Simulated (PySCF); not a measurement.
1-bromo-1-fluoropropa-1,2-diene (C3H2BrF), SMILES C=C=C(F)Br.

Coordinates come from a PBE0-D3(BJ)/def2-SVP optimisation.

Two levels are set side by side: PBE/def2-TZVP (PySCF) and r2SCAN/def2-TZVP (PySCF). Same geometry, gas phase. Differences are taken from unrounded values.

```csv
quantity,PBE
orbital gap (eV),3.78
highest occupied level (eV),-6.09
lowest empty level (eV),-2.30
dipole moment (D),1.70
mean polarisability (bohr³),60.3
```

Q: These are the PBE values. What does r2SCAN give? (Estimate from the structure and the level; the computed values follow.)

A: 
| quantity | r2SCAN | PBE minus r2SCAN |
|---|---|---|
| orbital gap (eV) | 4.18 | -0.39 |
| highest occupied level (eV) | -6.31 | 0.23 |
| lowest empty level (eV) | -2.14 | -0.16 |
| dipole moment (D) | 1.82 | -0.12 |
| mean polarisability (bohr³) | 59.3 | 1.0 |

Rough cost on one machine, each run with all the roots and properties that it gave: r2SCAN against PBE about 4 times.
